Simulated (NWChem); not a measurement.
System: GaSiH5; SMILES [SiH3][GaH2]

The following NWChem deck was run.

```
start job
memory heap 200 mb stack 900 mb global 1100 mb
geometry units angstroms noautoz
  Ga     0.008407     0.862129    -0.004026
  H     -1.354636     1.651149     0.015864
  H      1.347801     1.689308     0.020376
  Si     0.014281    -1.554327    -0.026960
  H     -0.275364    -2.052947     1.358170
  H      1.327965    -2.132339    -0.451174
  H     -1.049641    -2.100337    -0.928723
end
basis spherical
  * library def2-svp
end
dft
  xc xcamb88 1.00 lyp 0.81 vwn_5 0.19 hfexch 1.00
  cam 0.33 cam_alpha 0.19 cam_beta 0.46
  iterations 150
  mulliken
end
task dft energy
```

NWChem printed, in part:

```
             Northwest Computational Chemistry Package (NWChem) 7.3.0
             --------------------------------------------------------

 C1  symmetry detected

                             Geometry "geometry" -> ""
                             -------------------------

 Output coordinates in angstroms (scale by  1.889725989 to convert to a.u.)

  No.       Tag          Charge          X              Y              Z
 ---- ---------------- ---------- -------------- -------------- --------------
    1 Ga                  31.0000     0.00096638     0.82174123    -0.00198201
    2 H                    1.0000    -1.36041900     1.61372555     0.01302027
    3 H                    1.0000     1.34209417     1.64634568     0.01218160
    4 Si                  14.0000     0.00185066    -1.59483056    -0.00224775
    5 H                    1.0000    -0.28622845    -2.07983562     1.38803343
    6 H                    1.0000     1.31355447    -2.17950768    -0.42344463
    7 H                    1.0000    -1.06486830    -2.14707827    -0.89687984

 Effective nuclear repulsion energy (a.u.)     151.5993061689

                                 NWChem DFT Module
                                 -----------------

 Summary of "ao basis" -> "ao basis" (spherical)
 ------------------------------------------------------------------------------
       Tag                 Description            Shells   Functions and Types
 ---------------- ------------------------------  ------  ---------------------
 Ga                         def2-svp                12       32   5s4p3d
 H                          def2-svp                 3        5   2s1p
 Si                         def2-svp                 8       18   4s3p1d

            General Information
            -------------------
          SCF calculation type: DFT
          Wavefunction type:  closed shell.
          No. of atoms     :     7
          No. of electrons :    50
           Alpha electrons :    25
            Beta electrons :    25
          Charge           :     0
          Spin multiplicity:     1
          Use of symmetry is: off; symmetry adaption is: off
          Maximum number of iterations: 150
          AO basis - number of functions:    75
                     number of shells:    35
          Convergence on energy requested:  1.00D-06
          Convergence on density requested:  1.00D-05
          Convergence on gradient requested:  5.00D-04

              XC Information
              --------------
                     Hartree-Fock (Exact) Exchange  1.000
                   CAM-Becke88 Exchange Functional  1.000
                      VWN V Correlation Functional  0.190 local
              Lee-Yang-Parr Correlation Functional  0.810

           Range-Separation Parameters
           ---------------------------
           Alpha           :  0.19
           Beta            :  0.46
           Gamma           :  0.33
           Short-Range HF  :     F

             Grid Information
             ----------------
          Grid used for XC integration:  medium
          Radial quadrature: Mura-Knowles
          Angular quadrature: Lebedev.
          Tag              B.-S. Rad. Rad. Pts. Rad. Cut. Ang. Pts.
          ---              ---------- --------- --------- ---------
          Ga                  1.30      112          10.0       590
          H                   0.35       45          12.0       434
          Si                  1.10       88          10.0       590
          Grid pruning is: on
          Number of quadrature shells:   425
          Spatial weights used:  Erf1

      Superposition of Atomic Density Guess
      -------------------------------------

 Sum of atomic energies:       -2214.21080044

      Non-variational initial energy
      ------------------------------

 Total energy =   -2214.661117
 1-e energy   =   -3389.549403
 2-e energy   =    1023.288980
 HOMO         =      -0.278140
 LUMO         =      -0.030683

     ---------------------------------------------
      Total Density - Mulliken Population Analysis
     ---------------------------------------------

    Atom       Charge   Shell Charges
 -----------   ------   -------------------------------------------------------
    1 Ga  31    30.45   2.00  2.00  2.00  1.04  0.25  6.00  5.98  0.71  0.46  8.09  1.83  0.11
    2 H    1     1.20   0.71  0.49  0.01
    3 H    1     1.20   0.71  0.49  0.01
    4 Si  14    13.97   2.00  1.99  1.04  0.31  5.94  1.18  1.42  0.08
    5 H    1     1.06   0.68  0.36  0.01
    6 H    1     1.06   0.69  0.36  0.01
    7 H    1     1.06   0.69  0.36  0.01

   convergence    iter        energy       DeltaE   RMS-Dens  Diis-err
 ---------------- ----- ----------------- --------- --------- ---------
 d= 0,ls=0.0,diis     1  -2217.0703920488 -2.37D+03  6.53D-03  1.59D-01
 d= 0,ls=0.0,diis     2  -2217.0946572054 -2.43D-02  1.28D-03  2.98D-02
 d= 0,ls=0.0,diis     3  -2217.0963356982 -1.68D-03  5.04D-04  7.38D-03
 d= 0,ls=0.0,diis     4  -2217.0967441310 -4.08D-04  2.04D-04  4.51D-04
 d= 0,ls=0.0,diis     5  -2217.0967802087 -3.61D-05  5.29D-05  6.69D-06
  Resetting Diis
 d= 0,ls=0.0,diis     6  -2217.0967820465 -1.84D-06  1.41D-05  2.95D-07
 d= 0,ls=0.0,diis     7  -2217.0967821306 -8.41D-08  2.92D-06  1.06D-08

         Total DFT energy =    -2217.096782130595
      One electron energy =    -3389.381111911666
           Coulomb energy =     1118.560664371520
    Exchange-Corr. energy =      -97.875640759331
 Nuclear repulsion energy =      151.599306168881

 Numeric. integr. density =       49.999996631274

                       DFT Final Molecular Orbital Analysis
                       ------------------------------------

[...]
```

Level: CAM-B3LYP/def2-SVP. Geometry: optimised at PBE0/def2-SVP.
